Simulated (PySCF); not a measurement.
## One molecule, a ladder of functionals, a line

Molecule: `[SiH3]CC=C1C=C1`, C₅H₈Si.

Structure with atom numbers: `[SiH3:1][CH2:2][CH:3]=[C:4]1[CH:5]=[CH:6]1`. Each H is labelled by its parent atom.

GIAO shieldings (ppm, equivalent atoms averaged) in PySCF 2.14 on the PBE0-D3(BJ)/def2-SVP geometry, basis pcSseg-1, gas phase, non-relativistic:

| functional | exact exchange (%) | σ(Si1) | σ(C5) | σ(C3) |
| --- | --- | --- | --- | --- |
| BLYP | 0 | 398.0 | 35.4 | 98.1 |
| BP86 | 0 | 406.3 | 39.3 | 103.0 |
| PBE | 0 | 408.1 | 39.3 | 103.2 |
| B3LYP | 20 | 407.8 | 38.4 | 102.4 |
| mPW1PW91 | 25 | 417.4 | 42.4 | 107.5 |
| BHandHLYP | 50 | 422.9 | 43.1 | 108.7 |
| HF | 100 | 450.7 | 52.7 | 120.6 |

Question: Fit each shielding as a line in the percentage of exact exchange.

Answer: σ(Si1) = 403.1 + 0.46 x (rms 3.8 ppm); σ(C5) = 37.5 + 0.14 x (rms 1.7 ppm); σ(C3) = 101.0 + 0.19 x (rms 2.1 ppm). The functionals also differ in their semilocal parts, which the line can't hold; Hartree–Fock has no correlation at all.

Question: What does the line predict for PBE0 (25 %), and what does the run give?

Answer: σ(Si1): 414.6 predicted, 419.8 computed; σ(C5): 41.0 predicted, 43.1 computed; σ(C3): 105.8 predicted, 108.3 computed ppm.
